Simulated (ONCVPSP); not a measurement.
## What the settings do to the ONCV potential of platinum (Pt)

Base potential:

- Element: Pt
- Generator: ONCVPSP 4.0.1
- Type: optimised norm-conserving Vanderbilt (ONCV)
- Functional: PBE
- Relativity: fully relativistic
- Frozen core: [Kr] 4d10 4f14
- Valence charge: 18
- Reference configuration: 5s2 5p6 5d9 6s0.75 6p0.25
- Partial waves: 5s+6s: rc 1.70 bohr, ncon 4, nbas 8, qcut 8.1 1/bohr, 2 projectors; 5p+6p: rc 2.15 bohr, ncon 3, nbas 7, qcut 6.4 1/bohr, 2 projectors; 5d: rc 1.45 bohr, ncon 5, nbas 8, qcut 7.1 1/bohr, 3 projectors, debl 1.3 Ha
- Local potential: polynomial inside 1.35 bohr (lpopt 5, dvloc0 6 Ha)
- Core correction: Teter function fitted to the true core (icmod 2), fcfact 0.65

Open shells are filled in proportion to 2j + 1.

All-electron outer shells of the reference configuration (PBE, scalar-relativistic, ld1.x):

| shell | level (eV) | outermost node (bohr) | outermost maximum (bohr) |
| --- | --- | --- | --- |
| 4d | -307.39 | 0.20 | 0.42 |
| 5s | -102.39 | 0.49 | 0.87 |
| 4f | -70.64 | – | 0.38 |
| 5p | -56.59 | 0.53 | 0.98 |
| 5d | -6.69 | 0.57 | 1.26 |
| 6s | -6.08 | 1.14 | 2.38 |
| 6p | -1.16 | 1.36 | 3.64 |

Cutoffs, loose and tight: the cutoffs (Ha) at which the residual kinetic energy of the hardest occupied pseudo-wave falls to 1 and 0.1 mHa per electron. They do not see the model core or the augmentation charge, which bear on the density cutoff. Test errors are all-electron minus pseudo excitation energies from the reference, over the configurations 5s2 5p6 5d9 6s1 6p0; 5s2 5p6 5d9 6s0 6p0; 5s2 5p6 5d8 6s0 6p0; 5s2 5p6 5d10 6s0 6p0. A dash means not determined; rows that change the core or the reference have their own tests. The largest error is taken over the tests solved by every variant that gives reliable tests at all: 5s2 5p6 5d10 6s0 6p0; 5s2 5p6 5d9 6s0 6p0; 5s2 5p6 5d9 6s1 6p0.

A true bound ghost makes a file unfit for plane-wave use even where its test errors are small: the radial tests pick states by their node count and pass the ghost by.

| change | outcome | cutoff, loose | cutoff, tight | bound ghosts | GHOST(+) flags above zero | largest test error (meV) |
| --- | --- | --- | --- | --- | --- | --- |
| base | generated | 22 Ha | 51 Ha | d5/2, d3/2 | p1/2, d3/2 | -2.7 |
| local potential polynomial inside 1.35 bohr (lpopt 5, dvloc0 -2.5 Ha) | generated | 22 Ha | 51 Ha | d5/2, d3/2 | s, p1/2 | -2.4 |
| local potential polynomial inside 1.35 bohr (lpopt 5, dvloc0 -0.5 Ha) | generated | 22 Ha | 51 Ha | d5/2, d3/2 | s, d5/2 | -2.4 |
| local potential polynomial inside 1.35 bohr (lpopt 5, dvloc0 1 Ha) | generated | 22 Ha | 51 Ha | d5/2, d3/2 | d5/2 | -2.4 |
| local potential polynomial inside 1.35 bohr (lpopt 5, dvloc0 2.5 Ha) | generated | 22 Ha | 51 Ha | s, d5/2, d3/2 | d5/2 | -2.2 |
| local potential polynomial inside 1.35 bohr (lpopt 5, dvloc0 4.5 Ha) | generated | 22 Ha | 51 Ha | d5/2, d3/2 | d5/2, d3/2 | -2.5 |

Task: What comes out with this change to the base: local potential polynomial inside 1.35 bohr (lpopt 5, dvloc0 9 Ha)?

Result: outcome: generated; cutoff, loose: 22 Ha; cutoff, tight: 51 Ha; bound ghosts: d3/2; GHOST(+) flags above zero: d5/2; largest test error (meV): -1.0.

Task: What comes out with this change to the base: local potential polynomial inside 1.35 bohr (lpopt 5, dvloc0 7.5 Ha)?

Result: outcome: generated; cutoff, loose: 22 Ha; cutoff, tight: 51 Ha; bound ghosts: d5/2, d3/2; GHOST(+) flags above zero: d5/2, d3/2; largest test error (meV): -5.9.

Reading the sweep of the dvloc0 (base included, trends over the rows without a ghost): Bound ghosts are found at -2.5, -0.5, 1, 2.5, 4.5, 6, 7.5, 9 Ha. Every judged row has one, so this setting neither creates nor removes them.
